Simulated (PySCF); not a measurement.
Cartesian coordinates (Å):
```xyz
7

Zn     0.1611     0.1572    -0.0570
N     -0.2716    -0.1955    -1.7763
H      0.0022    -1.1031    -2.1508
H     -0.0252     0.5000    -2.4788
N      0.4303     0.3514     1.7199
H     -0.3024     0.8148     2.2560
H      1.3163     0.7522     2.0235
```
Charge 0, spin multiplicity 1.

Problem. Give the total energy, dipole moment, charge on the central atom (Mulliken), charge on the central atom (meta-Löwdin) and LUMO at the level TPSSh-D3(BJ)/def2-TZVP // r2SCAN-D4/def2-SVP (PySCF 2.14.0).

Solution. 
```
Quantity                                          Value
----------------------------------------  -------------
total energy                              -1891.3662 Ha
dipole moment                                    1.32 D
charge on the central atom (Mulliken)            0.45 e
charge on the central atom (meta-Löwdin)         1.14 e
LUMO                                           -0.62 eV
```
